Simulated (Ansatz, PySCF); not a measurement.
Input for PySCF:
```python
from pyscf import gto, scf, dft

mol = gto.M(
    atom='''
Ge    1.85720000    0.92320000   -0.02010000
C     0.55550000   -0.11330000    1.04580000
C    -0.77790000   -0.43900000    0.37320000
C    -0.59960000   -1.50680000   -0.70060000
C    -1.40340000    0.81520000   -0.22470000
H     3.17210000    0.94820000    0.69370000
H     2.12600000    0.36860000   -1.38440000
H     1.44780000    2.34930000   -0.20180000
H     0.36660000    0.46060000    1.95700000
H     1.03610000   -1.04230000    1.36100000
H    -1.45630000   -0.83560000    1.14090000
H     0.12200000   -1.17200000   -1.44360000
H    -1.54410000   -1.70630000   -1.20110000
H    -0.23900000   -2.43650000   -0.26390000
H    -0.82780000    1.13540000   -1.09430000
H    -1.40790000    1.62390000    0.50350000
H    -2.42730000    0.62740000   -0.54060000
''',
    basis='def2-svp',
    charge=-1,
    spin=1,
    verbose=4,
)

mf = dft.UKS(mol)
mf.xc = 'bhandhlyp'
mf.grids.atom_grid = (99, 590)
mf.grids.prune = None
mf.kernel()
```

Task: Give the equivalent Ansatz (a first-principles code) input.

Result: Several could match; the one computed here: 
Ansatz 0.2 input:
```yaml
crystal:
  periodic: [false, false, false]
  atoms:
    - {symbol: Ge, position_ang: [1.85720000, 0.92320000, -0.02010000]}
    - {symbol: C, position_ang: [0.55550000, -0.11330000, 1.04580000]}
    - {symbol: C, position_ang: [-0.77790000, -0.43900000, 0.37320000]}
    - {symbol: C, position_ang: [-0.59960000, -1.50680000, -0.70060000]}
    - {symbol: C, position_ang: [-1.40340000, 0.81520000, -0.22470000]}
    - {symbol: H, position_ang: [3.17210000, 0.94820000, 0.69370000]}
    - {symbol: H, position_ang: [2.12600000, 0.36860000, -1.38440000]}
    - {symbol: H, position_ang: [1.44780000, 2.34930000, -0.20180000]}
    - {symbol: H, position_ang: [0.36660000, 0.46060000, 1.95700000]}
    - {symbol: H, position_ang: [1.03610000, -1.04230000, 1.36100000]}
    - {symbol: H, position_ang: [-1.45630000, -0.83560000, 1.14090000]}
    - {symbol: H, position_ang: [0.12200000, -1.17200000, -1.44360000]}
    - {symbol: H, position_ang: [-1.54410000, -1.70630000, -1.20110000]}
    - {symbol: H, position_ang: [-0.23900000, -2.43650000, -0.26390000]}
    - {symbol: H, position_ang: [-0.82780000, 1.13540000, -1.09430000]}
    - {symbol: H, position_ang: [-1.40790000, 1.62390000, 0.50350000]}
    - {symbol: H, position_ang: [-2.42730000, 0.62740000, -0.54060000]}
basis:
  gaussian:
    orbitals: def2-SVP
hamiltonian:
  xc: {name: BHLYP}
total_charge: -1
magnetization: {spin_polarized: true, initial_magnetization: 1}
accuracy: high
```

Both were run: PySCF gave -2236.022384 Eh and Ansatz -2236.022383 Eh, 0.001 mEh apart.
